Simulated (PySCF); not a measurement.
Question: What does the PBE0-D3(BJ)/def2-SVP structure of `C=Cc1ccc(C)cc1F` look like in three dimensions?

Answer: 
```
atom  x, y, z in Å
C1    -3.5313   -1.0939    0.8446
C2    -2.7425   -0.4501   -0.0247
C3    -1.2833   -0.3320    0.0387
C4    -0.4909   -0.8436    1.0787
C5     0.8907   -0.7082    1.0840
C6     1.5567   -0.0463    0.0426
C7     3.0460    0.1333    0.0600
C8     0.7863    0.4700   -1.0022
C9    -0.5934    0.3244   -0.9889
F10   -1.2877    0.8337   -2.0107
H11   -3.1398   -1.6178    1.7208
H12   -4.6137   -1.1182    0.7024
H13   -3.2057    0.0455   -0.8822
H14   -0.9774   -1.3630    1.9066
H15    1.4693   -1.1242    1.9124
H16    3.3191    1.0983    0.5190
H17    3.4668    0.1252   -0.9558
H18    3.5389   -0.6574    0.6432
H19    1.2456    0.9917   -1.8445
```

Orientation and origin are arbitrary. Atoms count from 1 in this order. The 10 heavy atoms lie in one plane (0.013 Å rms). The 6-membered ring C3–C4–C5–C6–C8–C9 has internal angles of 115.9° to 123.1° (sum 720°, against 720° for a flat polygon); it is planar, 0.00 Å rms from its mean plane, widest ring torsion 0°. Of the pairs four or more bonds apart, F10···H13 is among the closest relative to their van der Waals radii: 2.36 Å, 88 % of the sum of Bondi's values. The 9 C–C bonds span 1.339 Å (C1=C2, drawn double) to 1.500 Å (C6–C7, drawn single), a spread of 0.161 Å.

Bonds between heavy atoms (Å): C1=C2 1.339, C2–C3 1.465, C3–C4 1.404, C4–C5 1.388, C5–C6 1.402, C6–C7 1.500, C6–C8 1.397, C8–C9 1.387, C9–F10 1.336, C3–C9 1.401.

The calculation used PBE0-D3(BJ)/def2-SVP geometry optimisation, gas phase (PySCF).

Stationary, but not proved a minimum. One conformer, not necessarily the lowest (C1–C2–C3–C4 -3°).
